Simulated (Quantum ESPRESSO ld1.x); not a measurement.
Q: These are the eigenvalues of the occupied orbitals of an atom or ion with whole-number occupations (eV). Calculated with ld1.x of Quantum ESPRESSO 7.5: Dirac Kohn-Sham, revPBE, spin-unpolarised, spherical densities, point nucleus.

1s1/2: -42509.7
2s1/2: -7443.36
2p1/2: -7075.87
2p3/2: -6592.92
3s1/2: -2140.61
3p1/2: -1985.48
3p3/2: -1887.56
3d3/2: -1620.26
3d5/2: -1598.89
4s1/2: -898.665
4p1/2: -836.858
4p3/2: -809.655
7s1/2: -213.470

Which element is it, and in what charge state? The configuration may be excited. Open shells, if any, fill j = l - 1/2 first.

A: Z = 59, praseodymium, charge +23: Pr23+ in [Ar] 3d10 4s2 4p5 7s1. The list shows which subshells hold electrons but not how many an open one holds; the 1s level, -1562.2 hartree, gives Z - s = 55.9 by -(Z - s)^2/2, which with screening and relativity narrows Z to a few neighbours, and the depths of the outer levels then fix element, charge and occupations together.
